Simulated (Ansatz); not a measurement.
Several settings on one geometry of VF5 (that of the charge 0 singlet, PBE0-D4/def2-SVP). Ansatz on 4 threads of Arm Neoverse V1 on a shared host; times are rough.

```csv
atom,x (Å),y (Å),z (Å)
V1,-0.0003,0.0003,0.0000
F2,-0.0146,-0.0061,1.7200
F3,0.0156,0.0043,-1.7200
F4,1.6849,0.0106,0.0148
F5,-0.8510,1.4549,-0.0031
F6,-0.8346,-1.4640,-0.0117
```

Totals from different functionals, basis sets or treatments of relativity can't be compared as stabilities.

DK, ANO-RCC and x2c sets are all-electron and run with scalar relativity unless a key says otherwise. The 6-31G sets use Cartesian d functions. B3LYP takes the VWN-RPA correlation.

Question: Give the basis size and estimate the energy, ⟨S²⟩ and time of these runs.

```csv
run,method,charge,state,further keys
1,RKS B3LYP/x2c-TZVPPall,0,singlet,pseudopotentials: {relativity: none}; scf: {omitted_lower_state_checks: [starts]}
2,RKS PBE-D3(BJ)/def2-SVPD,0,singlet,scf: {omitted_lower_state_checks: [starts]}; forces asked
3,RKS rPW86-PBE/6-31G*,0,singlet,scf: {lower_state_search: full}
```

Answer: 
| run | functions | energy (Eh) | ⟨S²⟩ | wall time |
| --- | --- | --- | --- | --- |
| 1 | 219 | -1442.1899 | – | 3.1 s |
| 2 | 149 | -1442.3110 | – | 2.1 s |
| 3 | 111 | -1444.7449 | – | 6.5 s |

At RKS B3LYP/x2c-TZVPPall the program marks the result for the charge 0 singlet as doubtful (missing relativity).
